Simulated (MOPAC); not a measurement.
Input file for MOPAC: PM3 on AlB+, 2S+1 = 2, a spin state set in the input, which need not be the lowest, a point of a bond scan (R = 2.679 Å). Charge +1.

```
PM3 1SCF PRECISE CHARGE=1 UHF MS=0.5 THREADS=1
AlB

B      0.00000000 1     0.00000000 1     0.00000000 1
Al     0.00000000 1     0.00000000 1     2.67854000 1
```

The log:

```
*******************************************************************************
 **                                                                           **
 **                              MOPAC v23.2.5                                **
 **                                                                           **
 *******************************************************************************
 ** MOPAC's Digital Object Identifier: https://doi.org/10.5281/zenodo.6511958 **
 **                                                                           **
 ** Please cite the open-source release paper for use of this MOPAC version:  **
 ** J. E. Moussa and J. J. P. Stewart (2026)                                  **
 ** MOPAC: An open-source semiempirical molecular orbital program             **
 ** J. Open Source Softw., 11(119), 8025, https://doi.org/10.21105/joss.08025 **
 *******************************************************************************

                              PM3 CALCULATION RESULTS

 *******************************************************************************
 *  PM3        - The PM3 Hamiltonian to be used
 *  UHF        - UNRESTRICTED HARTREE-FOCK CALCULATION
 *
 *
 *
 *                 CHARGE ON SYSTEM = +1
 *
 *
 *
 *  MS=        - IN MECI, MAGNETIC COMPONENT OF SPIN =  0.5
 *  PRECISE    - TIGHTER CRITERIA TO BE USED
 *  1SCF       - DO 1 SCF AND THEN STOP
 *  THREADS=1  - MULTI-THREADING NOT USED
 *  T=         - A TIME OF 172800.0 SECONDS REQUESTED
 *  DUMP=N     - RESTART FILE WRITTEN EVERY 7200.0 SECONDS REQUESTED
 *******************************************************************************
PM3 1SCF PRECISE CHARGE=1 UHF MS=0.5 THREADS=1
 AlB

   ATOM   CHEMICAL          X               Y               Z
  NUMBER   SYMBOL      (ANGSTROMS)     (ANGSTROMS)     (ANGSTROMS)

     1       B          0.00000000  *   0.00000000  *   0.00000000  *
     2      Al          0.00000000  *   0.00000000  *   2.67854000  *



          CARTESIAN COORDINATES

    NO.       ATOM           X           Y           Z

     1         B          0.0000      0.0000      0.0000
     2        Al          0.0000      0.0000      2.6785

  B: (PM3): J. J. P. STEWART, J. MOL. MOD., 10, 155-164 (2004)
 Al: (PM3): J. J. P. STEWART, J. COMP. CHEM. 10, 209 (1989).

           Empirical Formula: B Al  =     2 atoms



      MOLECULAR POINT GROUP   :   C*v


          UHF CALCULATION, NO. OF ALPHA ELECTRONS =    3
                           NO. OF BETA  ELECTRONS =    2

 -------------------------------------------------------------------------------
 PM3 1SCF PRECISE CHARGE=1 UHF MS=0.5 THREADS=1
 AlB



     1SCF WAS SPECIFIED, SO BFGS WAS NOT USED
     SCF FIELD WAS ACHIEVED


                              PM3 CALCULATION
                                                       MOPAC v23.2.5 Linux




          FINAL HEAT OF FORMATION =        276.52982 KCAL/MOL =    1157.00075 KJ/MOL


          COSMO AREA              =         99.65 SQUARE ANGSTROMS
          COSMO VOLUME            =         86.30 CUBIC ANGSTROMS

          IONIZATION POTENTIAL    =         12.252198 EV
          ALPHA SOMO LUMO (EV)    =        -12.252 -3.154
          BETA  SOMO LUMO (EV)    =        -18.635 -3.029
          NO. OF ALPHA ELECTRONS  =          3
          NO. OF BETA  ELECTRONS  =          2
          MOLECULAR WEIGHT        =         37.7915         POINT GROUP:  C*v

          MOLECULAR DIMENSIONS (Angstroms)

            Atom       Atom       Distance
           Al     2    B     1     2.67854
           Al     2    B     1     0.00000
            B     1   Al     2     0.00000


          SCF CALCULATIONS        =          1





   ATOM   CHEMICAL          X               Y               Z
  NUMBER   SYMBOL      (ANGSTROMS)     (ANGSTROMS)     (ANGSTROMS)

     1       B          0.00000000  *   0.00000000  *   0.00000000  *
     2      Al          0.00000000  *   0.00000000  *   2.67854000  *

                             CARTESIAN COORDINATES

   1    B        0.000000000     0.000000000     0.000000000
   2   Al        0.000000000     0.000000000     2.678540000


           Empirical Formula: B Al  =     2 atoms



      MOLECULAR POINT GROUP   :   C*v


          ALPHA EIGENVALUES
 -22.82320 -18.67660 -12.25220  -3.15432  -3.00421  -2.80538  -1.50379  -1.38351


           BETA EIGENVALUES
 -22.23408 -18.63452  -3.02864  -2.96301  -2.89680  -0.97973  -0.93453   0.11120


              NET ATOMIC CHARGES AND DIPOLE CONTRIBUTIONS

  ATOM NO.   TYPE          CHARGE      No. of ELECS.   s-Pop       p-Pop
    1          B           0.040826        2.9592     1.95039     1.00879
    2         Al           0.959174        2.0408     1.99651     0.04431
 DIPOLE           X         Y         Z       TOTAL
 POINT-CHG.     0.000     0.000     3.155     3.155
 HYBRID         0.000     0.000    -0.819     0.819
 SUM            0.000     0.000     2.336     2.336


          ATOMIC ORBITAL ELECTRON POPULATIONS

     Atom    s        px        py        pz
    1  B   1.95039   0.99266   0.00000   0.01613
    2 Al   1.99651   0.00734   0.00000   0.03697


                    (SZ)    =    0.500000
                    (S**2)  =    0.750100


          ATOMIC ORBITAL SPIN POPULATIONS

    Atom   Total    s     px     py     pz
         Atomic
    1  B  0.9944  0.002  0.993  0.000 -0.000
    2 Al  0.0056 -0.000  0.007  0.000 -0.002

 **********************
 *                    *
 * JOB ENDED NORMALLY *
 *                    *
 **********************




 == MOPAC DONE ==
```

The run finished.

Cost: around 0.04 core-seconds (rough).
